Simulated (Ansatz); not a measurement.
**Pulling the pair apart**

The pair of H$_{2}$ (SMILES [H][H], atoms 1–2) and CH$_{3}$I (SMILES CI, atoms 3–7), both closed shells, in one local arrangement (a lower one may exist), relaxed at PBE0-D4/def2-TZVP:

H1  (0.307, 0.161, -2.705)
H2  (0.133, -0.430, -2.283)
C3  (-0.042, 0.275, 1.030)
I4  (-0.471, -1.788, 0.732)
H5  (-0.913, 0.730, 1.492)
H6  (0.826, 0.341, 1.678)
H7  (0.159, 0.712, 0.056)
(Å)

CH$_{3}$I is shifted rigidly along the line between the mean atom positions of the two fragments (negative: closer). Counterpoise interaction energies in kcal/mol. Computed with Ansatz 0.2.0 (basis: def2-TZVPPD); correlated methods freeze the cores. Filled d shells of the heavier atoms are correlated. Core potentials replace the inner electrons of the atoms past krypton. The def2 sets are not built for correlating such inner shells, so the correlated values are less sure here. B3LYP uses VWN-RPA correlation.

```json
{"shift (Å)": "-0.34", "PBE-D4": "-0.75", "HF": "1.32", "B3LYP-D4": "-0.26"}
{"shift (Å)": "-0.17", "PBE-D4": "-0.91", "HF": "0.71", "B3LYP-D4": "-0.50"}
{"shift (Å)": "0.00", "PBE-D4": "-0.93", "HF": "0.35", "B3LYP-D4": "-0.57"}
{"shift (Å)": "0.17", "PBE-D4": "-0.88", "HF": "0.14", "B3LYP-D4": "-0.55"}
{"shift (Å)": "0.40", "PBE-D4": "-0.75", "HF": "-0.01", "B3LYP-D4": "-0.47"}
{"shift (Å)": "0.84", "PBE-D4": "-0.51", "HF": "-0.08", "B3LYP-D4": "-0.30"}
{"shift (Å)": "1.68", "PBE-D4": "-0.20", "HF": "-0.06", "B3LYP-D4": "-0.12"}
{"shift (Å)": "3.36", "PBE-D4": "-0.04", "HF": "-0.02", "B3LYP-D4": "-0.05"}
```

(1) What does CCSD(T) give at these shifts? (An estimate is asked for; the value comes from the calculation.)

The T1 diagnostic stays at or below 0.008.

Results:

(1) The calculation gives: -0.09, -0.37, -0.48, -0.50, -0.45, -0.32, -0.14, -0.03 kcal/mol. For zero shift, CCSD(T) at an estimated basis limit (MP2 extrapolated from triple and quadruple zeta, plus CCSD(T) − MP2 in triple zeta) gives -0.64 kcal/mol. These are counterpoise interaction energies, counted from the two frozen fragments.

For scale, one of the runs: CCSD(T)/def2-TZVPPD, 181 basis functions, launched by `ansatz run in.yaml --threads 2 --pin off --events-out ev --progress --plain --max-ram 5222MiB`. The run took 73 s on 2 CPU threads of an Arm Neoverse V1 (shared host), with 2 GiB of host memory at its peak.
